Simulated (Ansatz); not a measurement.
Total energies of H6N3NbO (`[NH2][Nb]([NH2])([NH2])=[O]`).

```
atom    x (Å)    y (Å)    z (Å)
  N1  -0.7971   1.4129  -0.9701
 Nb2  -0.3061  -0.3155  -0.1235
  N3   1.4906  -0.8968  -0.7392
  N4  -0.3323  -0.1438   1.8552
  O5  -1.4433  -1.4877  -0.5824
  H6  -1.6465   1.5578  -1.4958
  H7  -0.2179   2.2378  -1.0280
  H8   2.3768  -0.5015  -0.4607
  H9   1.6488  -1.7095  -1.3167
 H10   0.0980   0.5900   2.3989
 H11  -0.8711  -0.7437   2.4623
```

The species carries charge 0 and has multiplicity 1. Correlated methods include outer-core shells of Nb, which these sets cover unevenly. Nb takes the def2 core potential. The structure was optimised at the PBE0-D4/def2-TZVP level. It is one conformer, not always the lowest. Basis def2-TZVPP, Ansatz.

RPA on PBE orbitals: Hartree–Fock energy of these orbitals -298.25263 Eh, correlation -2.05351 Eh (frozen core).

| functional | energy without D4 (Eh) | D4 term (kJ/mol) |
| --- | --- | --- |
| PBE0 | -300.07628 | -20.0 |
| B2PLYP | -300.11172 | – |

Give the same for LDA (SPW92), PBE, revPBE, BLYP, r2SCAN, B97M-V, B3LYP, r2SCANh, r2SCAN0, HSE06 (plane-wave form), BHLYP, CAM-B3LYP, LC-ωPBE, ωB97X-V, ωB97M-V, PBE-QIDH. (An estimate is asked.)

Ansatz gave: 
```tsv
functional	energy without D4 (Eh)	D4 term (kJ/mol)
LDA (SPW92)	-298.36761	–
PBE	-300.12263	-23.4
revPBE	-300.35073	-62.7
BLYP	-300.29267	-49.6
r2SCAN	-300.27722	-5.9
B97M-V	-300.32369	–
B3LYP	-300.39191	-37.4
r2SCANh	-300.23681	-6.3
r2SCAN0	-300.17812	-7.0
HSE06 (plane-wave form)	-300.06370	-18.8
BHLYP	-300.10231	-30.1
CAM-B3LYP	-300.22225	-20.5
LC-ωPBE	-300.22399	–
ωB97X-V	-300.24014	–
ωB97M-V	-300.18025	–
PBE-QIDH	-299.98630	–
```

B3LYP takes the VWN-RPA correlation (the form of Gaussian; ORCA's B3LYP/G). HSE06 is the plane-wave form, built on full-range PBE exchange. The double hybrids freeze the cores in their second-order part.

LC-ωPBE has ω = 0.4 bohr⁻¹.
